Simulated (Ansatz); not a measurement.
The cluster HfSe2⁺. Total charge 1; doublet. Geometry PBE0-D4/def2-TZVP; atoms count from 1.

```xyz
3

Hf   -1.264   -0.568   -0.238
Se    0.108    1.322    0.425
Se    1.156   -0.754   -0.187
```

In the def2 sets Hf takes a core potential; there is no spin–orbit coupling. No other spin state of charge 1 was run. Another isomer (doublet) lies 0.06 eV lower at PBE0-D4/def2-TZVP; other spin states weren't run for this one.

(1) Estimate the Mulliken populations from the PBE0/def2-TZVP orbitals of Ansatz.

(2) Where does the spin sit?

(3) And the Mayer bond orders between bonded heavy atoms (over 0.3)?

Results:

(1) 
```
atom  charge (e)  spin (α − β)  d electrons
 Hf1        1.00          1.19         2.05
 Se2        0.00         -0.10            –
 Se3        0.00         -0.10            –
```
Mulliken values and Mayer orders depend strongly on the basis.

(2) Summed by element: Hf 1.19, Se -0.19, of 1 unpaired in all. Largest on single atoms: Hf1 1.19, Se2 -0.10, Se3 -0.10.

(3) Hf1–Se2 1.52 (2.43 Å); Hf1–Se3 1.52 (2.43 Å); Se2–Se3 0.96 (2.40 Å).
